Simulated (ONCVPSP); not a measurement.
## V (Z = 23): variants of one ONCV potential

Base potential:

```
Element                 : vanadium
Generator               : ONCVPSP 4.0.1
Type                    : optimised norm-conserving Vanderbilt (ONCV)
Functional              : PW91
Relativity              : scalar-relativistic
Frozen core             : [Ne]
Valence charge          : 13
Reference configuration : 3s2 3p6 3d3 (charge +2)
Partial waves           : 3s: rc 1.00 bohr, ncon 4, nbas 8, qcut 6.9 1/bohr, 2 projectors, debl 0.5 Ha; 3p: rc 1.55 bohr, ncon 4, nbas 9, qcut 8.9 1/bohr, 2 projectors, debl 1.7 Ha; 3d: rc 2.20 bohr, ncon 4, nbas 7, qcut 5.8 1/bohr, 2 projectors, debl 2.8 Ha
Local potential         : polynomial inside 0.95 bohr (lpopt 5, dvloc0 3 Ha)
Core correction         : Teter function, fcfact 2.75, rcfact 1.55
```

In the s channel the program set the typed energies aside and used -3.190, 0.250 Ha. In the p channel the program set the typed energies aside and used -2.229, 0.250 Ha.

All-electron outer shells of the reference configuration (PW91, scalar-relativistic, ld1.x):

```tsv
shell	level (eV)	outermost node (bohr)	outermost maximum (bohr)
3s	-86.81	0.38	0.82
3p	-60.66	0.35	0.84
3d	-21.40	–	0.88
```

Cutoffs, loose and tight: the cutoffs (Ha) at which the residual kinetic energy of the hardest occupied pseudo-wave falls to 1 and 0.1 mHa per electron. They do not see the model core or the augmentation charge, which bear on the density cutoff. Test errors are all-electron minus pseudo excitation energies from the reference, over the configurations 3s2 3p6 3d3 4s2; 3s2 3p6 3d3 4s1; 3s2 3p6 3d2; 3s2 3p6 3d2 4s2. A dash means not determined; rows that change the core or the reference have their own tests.

```csv
change,outcome,"cutoff, loose","cutoff, tight",bound ghosts,GHOST(+) flags above zero,largest test error (meV)
base,"generated, projector energies reset by the program",147 Ha,180 Ha,none,s,+337
d: rc 1.54,"generated, projector energies reset by the program",147 Ha,180 Ha,none,s,+109
d: rc 2.02,"generated, projector energies reset by the program",147 Ha,180 Ha,none,s,+275
d: rc 2.12,"generated, projector energies reset by the program",147 Ha,180 Ha,none,s,+307
d: rc 2.3,"generated, projector energies reset by the program",147 Ha,180 Ha,none,s,+378
d: rc 2.52,"generated, projector energies reset by the program",147 Ha,180 Ha,none,s,+493
d: rc 2.74,"generated, projector energies reset by the program",147 Ha,180 Ha,none,s,+612
d: rc 3.04,"generated, projector energies reset by the program",147 Ha,180 Ha,none,s,+784
d: rc 3.2,"generated, projector energies reset by the program",147 Ha,180 Ha,none,s,+873
```

**Question.** What comes out with this change to the base: d: rc 1.78?

**Answer.** outcome: generated, projector energies reset by the program; cutoff, loose: 147 Ha; cutoff, tight: 180 Ha; bound ghosts: none; GHOST(+) flags above zero: s; largest test error (meV): +190.

Reading the sweep of the d radius (base included, trends over the rows without a ghost): The loose cutoff stays near 147 Ha. The median size of the test errors (rows with all tests solved) rises from 52.9 meV at 1.54 to 339.3 meV at 3.2 bohr. More of the atom is replaced by a form fitted at one configuration, so other configurations suffer as the radius grows.
